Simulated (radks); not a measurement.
Results of a calculation; reference values are marked as such.
Mean orbital radii <r> (bohr) of the germanium ion Ge3+, [Ar] 3d10 4s1, at several levels of relativity; Dirac values are averaged over j with weights 2j + 1. Spin-unpolarised spherical Kohn-Sham, PBEsol, point nucleus unless stated (finite: rms radius 4.0742 fm), a radial shooting solver on a logarithmic mesh with Libxc functionals. A level marked "c x" has the speed of light scaled by that factor.

| shell | non-rel. | scalar-rel. | scalar-rel., finite nucleus | Dirac, c x 10 | change of magnitude, last against first (%) |
|---|---|---|---|---|---|
| 1s | 0.04788 | 0.04703 | 0.04703 | 0.04787 | -0.02 |
| 2s | 0.2140 | 0.2102 | 0.2102 | 0.2140 | -0.02 |
| 2p | 0.1853 | 0.1838 | 0.1838 | 0.1853 | -0.01 |
| 3s | 0.6353 | 0.6246 | 0.6246 | 0.6352 | -0.02 |
| 3p | 0.6514 | 0.6468 | 0.6468 | 0.6514 | -0.01 |
| 3d | 0.7215 | 0.7247 | 0.7247 | 0.7215 | 0.00 |
| 4s | 1.871 | 1.844 | 1.844 | 1.871 | -0.01 |
| 4p (empty) | 2.155 | 2.144 | 2.144 | 2.155 | -0.01 |
